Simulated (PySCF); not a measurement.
Compound: C2H5BO3.
Structure used (PBE0-D3(BJ)/def2-SVP), in Å, numbered top down from 1:
```xyz
11
C2H5BO3 angstrom
O      2.435   -0.109   -0.491
B      1.136   -0.072   -0.122
O      0.649    0.713    0.893
C     -0.744    0.488    0.986
C     -1.056   -0.566   -0.104
O      0.178   -0.828   -0.736
H      2.972    0.476    0.051
H     -1.285    1.435    0.819
H     -0.996    0.133    1.999
H     -1.782   -0.194   -0.846
H     -1.462   -1.498    0.322
```

All values: CAM-B3LYP/def2-SVPD (PySCF, non-relativistic), on one gas-phase PBE0-D3(BJ)/def2-SVP geometry that isn't relaxed in the solvent. The solvent is an IEF-PCM continuum (van der Waals radii × 1.2), and excitations are vertical TDDFT with non-equilibrium linear response and a frozen core. Only the electrostatic response of the medium enters.

Gas-phase singlets (H = HOMO, L = LUMO):

| state | E (eV) | λ (nm) | f | leading configurations |
| --- | --- | --- | --- | --- |
| S1 | 7.123 | 174 | 0.000 | H→L 86% |
| S2 | 7.961 | 156 | 0.009 | H-1→L 74%, H→L+1 15% |
| S3 | 8.047 | 154 | 0.002 | H→L+1 73%, H-1→L 12% |
| S4 | 8.650 | 143 | 0.007 | H→L+2 72%, H-1→L+1 13% |
| S5 | 8.677 | 143 | 0.022 | H→L+3 90% |

Question: How does the list change in acetonitrile (ε = 35.69)?

Answer: 
| state | E (eV) | λ (nm) | f | leading configurations | change by rank (eV) |
| --- | --- | --- | --- | --- | --- |
| S1 | 7.096 | 175 | 0.000 | H→L 88% | -0.027 |
| S2 | 8.056 | 154 | 0.009 | H-1→L 82%, H→L+2 9% | +0.095 |
| S3 | 8.310 | 149 | 0.000 | H→L+1 81% | +0.263 |
| S4 | 8.699 | 143 | 0.002 | H→L+2 70% | +0.049 |
| S5 | 8.711 | 142 | 0.024 | H-2→L 84% | +0.034 |

Question: How do the frontier levels move from gas to acetonitrile?

Answer: 
```json
{"orbital": "LUMO+2", "gas (eV)": "2.05", "solvent (eV)": "2.13", "change (eV)": "+0.08", "Löwdin shares, gas": "O3 16 %, O6 16 %, H8 12 %, H9 12 %", "Löwdin shares, solvent": "O3 22 %, O6 22 %, O1 13 %, C4 11 %"}
{"orbital": "LUMO+1", "gas (eV)": "1.47", "solvent (eV)": "1.85", "change (eV)": "+0.38", "Löwdin shares, gas": "C5 15 %, C4 14 %, H10 10 %, H11 10 %", "Löwdin shares, solvent": "C5 16 %, O1 14 %, C4 11 %, O6 11 %"}
{"orbital": "LUMO", "gas (eV)": "0.61", "solvent (eV)": "0.66", "change (eV)": "+0.05", "Löwdin shares, gas": "B2 51 %, O1 11 %, H7 8 %, O3 8 %", "Löwdin shares, solvent": "B2 56 %, O1 11 %, O3 7 %, H7 6 %"}
{"orbital": "HOMO", "gas (eV)": "-9.54", "solvent (eV)": "-9.43", "change (eV)": "+0.11", "Löwdin shares, gas": "O6 31 %, O3 27 %, C5 10 %, C4 9 %", "Löwdin shares, solvent": "O3 27 %, O6 27 %, C5 10 %, C4 10 %"}
{"orbital": "HOMO-1", "gas (eV)": "-10.61", "solvent (eV)": "-10.63", "change (eV)": "-0.02", "Löwdin shares, gas": "O1 39 %, O3 19 %, O6 16 %, B2 6 %", "Löwdin shares, solvent": "O1 36 %, O3 19 %, O6 18 %, C5 6 %"}
{"orbital": "HOMO-2", "gas (eV)": "-11.17", "solvent (eV)": "-11.05", "change (eV)": "+0.12", "Löwdin shares, gas": "O6 26 %, C4 23 %, C5 22 %, O3 13 %", "Löwdin shares, solvent": "C5 24 %, C4 24 %, O6 18 %, O3 18 %"}
{"orbital": "HOMO-3", "gas (eV)": "-11.63", "solvent (eV)": "-11.73", "change (eV)": "-0.10", "Löwdin shares, gas": "O3 47 %, O6 36 %, B2 8 %, C5 4 %", "Löwdin shares, solvent": "O3 42 %, O6 42 %, B2 8 %"}
```

The HOMO–LUMO gap goes from 10.15 to 10.09 eV. Rows go by rank; for LUMO+1 and LUMO+2 the atom shares or the degeneracy differ between the runs, so the row needn't follow one orbital.

On Arm Neoverse V1, one thread, no GPU, on a shared host, this took 18 s and 0.83 GiB of memory at its peak. This is the whole response run at CAM-B3LYP/def2-SVPD in acetonitrile, SCF included.
